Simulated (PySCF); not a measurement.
Ligands exchanged one at a time, Si F-SH. Isolated molecules, 0 K electronic values unless said otherwise. One relaxed conformer stands for each flexible species; it need not be the lowest. Strings in code marks are SMILES.

The T1 excitation (TDA) from two functionals at the same geometries (PBE0-D3(BJ)/def2-TZVP), both in PySCF: PBE-D3(BJ)/def2-TZVP and TPSSh-D3(BJ)/def2-TZVP. Excitations are Tamm–Dancoff values on a coarser integration grid. The basis has no diffuse functions, so Rydberg states are missing or too high.

```csv
species,TPSSh-D3(BJ)/def2-TZVP (eV)
1 of 4 F replaced by SH,6.01
"2 of 4 F replaced by SH (`F[Si](F)(S)S` (S–Si–S–H torsion 49°, S–Si–S–H torsion 49°))",5.67
3 of 4 F replaced by SH (`F[Si](S)(S)S`),5.47
4 of 4 F replaced by SH,5.26
```

Q: What does PBE-D3(BJ)/def2-TZVP give for each?

A: 
- 1 of 4 F replaced by SH: 5.77
- 2 of 4 F replaced by SH (`F[Si](F)(S)S` (S–Si–S–H torsion 49°, S–Si–S–H torsion 49°)): 5.36
- 3 of 4 F replaced by SH (`F[Si](S)(S)S`): 5.12
- 4 of 4 F replaced by SH: 4.85
Over these rows, drawn at random from the members with no instability flagged (it was tested for open shells, ions and some series alone), PBE minus TPSSh-D3(BJ): mean -0.33 eV, from -0.42 eV to -0.24 eV.
